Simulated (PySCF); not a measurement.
Worked example: dipole moment from atomic charges

CH4FGaO, SMILES [CH3][Ga]([OH])[F]. Atoms are numbered in the order given.

```xyz
8

Ga     0.0113    -0.0009     0.0000
F     -1.5635     0.7894     0.0000
C      0.1968    -1.9280     0.0000
H     -0.2919    -2.3495     0.8904
H      1.2583    -2.2096     0.0000
H     -0.2919    -2.3495    -0.8904
O      1.3507     1.1645     0.0000
H      1.0616     2.0835     0.0000
```

Geometry optimised at PBE0-D3(BJ)/def2-SVP. The structure was generated by enumeration; whether it is a known compound was not checked. One conformer was computed; it need not be the lowest.

Charges (e) from B3LYP/def2-TZVP (PySCF):

```
atom  ESP fit  Mulliken
----  -------  --------
Ga1     1.060     0.701
F2     -0.495    -0.403
C3     -0.665    -0.496
H4      0.158     0.143
H5      0.172     0.147
H6      0.158     0.143
O7     -0.796    -0.547
H8      0.407     0.313
```

The dipole moment of the full density is 1.56 D.

### Question
What dipole moment does each set of point charges give, and which comes closer to that of the density?

### Answer

μ = Σ q r, and 1 e Å = 4.8032 D.
ESP fit: Σ q r = (0.136, -0.311, 0.000) e Å, |μ| = 1.63 D.
Mulliken: Σ q r = (0.235, -0.344, 0.000) e Å, |μ| = 2.00 D.
ESP fit comes closer in size. Point charges leave out the atoms' own dipoles (lone pairs, polarised bonds); fits to the potential absorb them, partitions of the density don't.
